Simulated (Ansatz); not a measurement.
A nudged elastic band was laid between two geometries of C$_{2}$H$_{11}$AlB$_{2}$Si (17 atoms, charge 0, multiplicity 1).

The calculation used Ansatz 0.2.0, RKS BLYP-D4/6-31G*.

- movable images: 9
- climbing image: yes
- spring: 5.0 eV/Å²
- optimiser: quadratic models (default)
- start path: IDPP
- force threshold: 0.05 eV/Å
- iteration limit: 32
- end points: relaxed

Initial state:

```xyz
17
Properties=species:S:1:pos:R:3
B -0.526 1.380 0.009
C 0.938 1.096 -0.555
C 0.477 -0.347 -1.047
Si 1.408 -1.761 -0.201
B -1.016 -0.167 -0.496
Al -1.607 0.489 1.657
H -0.980 2.248 0.767
H -1.366 1.149 -0.973
H 1.729 1.082 0.215
H 1.293 1.738 -1.377
H 0.555 -0.492 -2.140
H 1.266 -1.639 1.286
H 2.871 -1.721 -0.526
H 0.866 -3.098 -0.610
H -1.990 -0.871 -0.586
H -3.178 0.725 1.648
H -0.758 0.190 2.970
```

Final state:

```xyz
17
Properties=species:S:1:pos:R:3
B -0.357 1.514 -0.476
C 1.179 1.513 -0.369
C 0.532 0.039 -0.475
Si 1.630 -1.236 0.408
B -0.824 0.063 0.560
Al -2.644 -0.916 0.058
H -1.009 1.457 0.632
H -1.020 1.755 -1.442
H 1.668 1.659 0.600
H 1.797 1.820 -1.219
H 0.392 -0.294 -1.513
H 2.154 -0.662 1.679
H 2.775 -1.554 -0.505
H 0.885 -2.500 0.690
H -0.436 -0.013 1.706
H -4.089 -0.360 0.498
H -2.651 -2.285 -0.791
```

(1) What changes between the two ends?

(2) What energy profile does the band end with?

The band took 32 iterations and about 60 core-minutes.

Results:

(1) Bonds broken: B1–Al6. Bonds formed: B1–C3. The dihedral H11–C3–B5–Al6 goes from -170 to 14°.

(2) The run ended unconverged. The highest image is number 6 of 0 to 10, 113.4 kJ/mol above the first end and 68.1 kJ/mol above the last; the last end lies 45.4 kJ/mol above the first. The band didn't meet its force threshold, so its energies are provisional: the largest band force was still 0.25 eV/Å, and over the last iterations the top moved between 1.18 and 1.19 eV. Neighbouring images lie up to 2.0 Å apart, so the band is torn or far too coarse. The orbitals stay closed-shell, which can raise the energy where a bond breaks towards radicals; this wasn't checked here.

| image | path coordinate (Å) | energy (kJ/mol) | B1–Al6 (Å) | B1–C3 (Å) | dihedral H11–C3–B5–Al6 (°) |
| --- | --- | --- | --- | --- | --- |
| 0 | 0.00 | 0.0 | 2.16 | 2.26 | -170 |
| 1 | 1.46 | 24.8 | 2.27 | 2.23 | -175 |
| 2 | 2.92 | 76.7 | 3.15 | 1.99 | -168 |
| 3 | 4.39 | 73.2 | 3.51 | 1.76 | 163 |
| 4 | 5.86 | 59.8 | 3.79 | 1.75 | 130 |
| 5 | 7.33 | 100.4 | 3.93 | 1.96 | 116 |
| 6 | 8.82 | 113.4 | 4.08 | 2.50 | 121 |
| 7 | 10.85 | 103.1 | 4.11 | 2.38 | 74 |
| 8 | 12.88 | 88.2 | 4.44 | 2.13 | 28 |
| 9 | 14.90 | 51.4 | 3.57 | 1.73 | 29 |
| 10 | 16.93 | 45.4 | 3.38 | 1.72 | 14 |

Time of the run: 28 min on 2 threads of Arm Neoverse N1, with other jobs on the host, peak memory 0.2 GiB.
